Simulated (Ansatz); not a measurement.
Si(F)(NH2)3 (FH6N3Si), SMILES N[Si](F)(N)N.

Geometry: PBE0-D3(BJ)/def2-SVP. Other conformers were not sampled.

Two levels are set side by side: PBE/def2-SVPD (Ansatz, a first-principles code) and PBE0/def2-SVPD (Ansatz). Energy differences of separate SCF runs at the same geometry; the states with an electron removed or added have multiplicity 2 and 2. Differences are taken from unrounded values.

```json
[
 {"quantity": "vertical ionisation energy (eV)", "PBE": "8.89"},
 {"quantity": "vertical singlet–triplet gap (eV)", "PBE": "5.51"}
]
```

Task: These are the PBE values. What does PBE0 give? (The exact figures need the calculation; the answer reports its results.)

Result: 
| quantity | PBE0 | PBE minus PBE0 |
|---|---|---|
| vertical ionisation energy (eV) | 9.31 | -0.41 |
| vertical singlet–triplet gap (eV) | 6.05 | -0.55 |
